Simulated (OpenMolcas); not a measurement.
C2H5AlO: a line through the functionals

C2H5AlO has 9 atoms, charge 0, and is taken as a singlet. SMILES: `[CH3][Al]1[CH2][O]1`. Geometry: relaxed at PBE0-D4/def2-TZVP.

The dipole moment y, in D, basis 6-31G(d); a is the functional's share of exact exchange. Programs: OpenMolcas 26.06.

| functional | program | a | y (D) |
| --- | --- | --- | --- |
| TPSS | OpenMolcas | 0 | 2.91 |
| revPBE | OpenMolcas | 0 | 2.87 |
| B3LYP | OpenMolcas | 0.2 | ? |
| PBE0 | OpenMolcas | 0.25 | 3.17 |
| BHLYP | OpenMolcas | 0.5 | 3.41 |

Q: Fit y = c + s·a to the known rows and predict B3LYP.

A: 
1. Means of the 4 rows: a = 0.1875, y = 3.090.
2. Σ(Δa)² = 0.17188, Σ(Δa·Δy) = 0.18, so the slope is 0.18/0.17188 = 1.0472.
3. Intercept: 3.090 − (1.0472) × 0.1875 = 2.894. The largest residual of the fit is 0.024.
4. B3LYP: 2.894 + (1.0472) × 0.2 = 3.10 D.

The run gave 3.12 D, so the prediction is off by -0.02 D, within the largest residual. More exact exchange makes the molecule more polar here.
